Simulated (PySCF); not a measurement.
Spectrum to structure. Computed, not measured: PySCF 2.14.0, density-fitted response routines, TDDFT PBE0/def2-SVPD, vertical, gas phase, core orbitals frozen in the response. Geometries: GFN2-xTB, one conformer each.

```tsv
state	E (eV)	f	main configurations (H = HOMO, L = LUMO)
S1	6.82	0.020	H→L (94%)
S2	7.05	0.017	H→L+1 (97%)
S3	7.35	0.0026	H-1→L (72%), H-2→L (15%), H-1→L+1 (9%)
S4	7.46	0.0002	H-1→L+1 (78%), H-2→L (12%)
S5	7.63	0.0034	H-2→L (67%), H-1→L (23%)
S6	7.77	0.0095	H→L+2 (92%)
```

Question: Which structure fits? All have the formula C4H7ClO2.
A. 2-(chloromethyl)-1,3-dioxolane, `ClCC1OCCO1`
B. 4-chlorobutyric acid, `O=C(O)CCCCl`
C. methyl 3-chloropropanoate, `COC(=O)CCCl`

Answer: A. Its S1, at 6.82 eV, is the highest among the candidates; the nearest of the others has S1 at 6.02 eV. S1 is HOMO→LUMO (94%). Löwdin shares by element: HOMO oxygen 42%, chlorine 14%, carbon 12% or more (atoms not listed hold the other 33%); LUMO chlorine 56%, carbon 20% or more (atoms not listed hold the other 24%). At the same level the other candidates give, for their lowest levels:
- `O=C(O)CCCCl`: 5.95 eV (f 0.000); 7.36 eV (f 0.001); 7.47 eV (f 0.022); 7.49 eV (f 0.031); 7.50 eV (f 0.005); T1 5.41 eV; HOMO -8.29, LUMO -0.11 eV
- `COC(=O)CCCl`: 6.02 eV (f 0.000); 7.42 eV (f 0.006); 7.47 eV (f 0.001); 7.56 eV (f 0.000); 7.61 eV (f 0.001); T1 5.46 eV; HOMO -8.34, LUMO -0.06 eV
Triplets come from the Tamm–Dancoff approximation.

Without π bonds the low states may be Rydberg-like; a valence basis with one diffuse set may place them up to an eV too high.
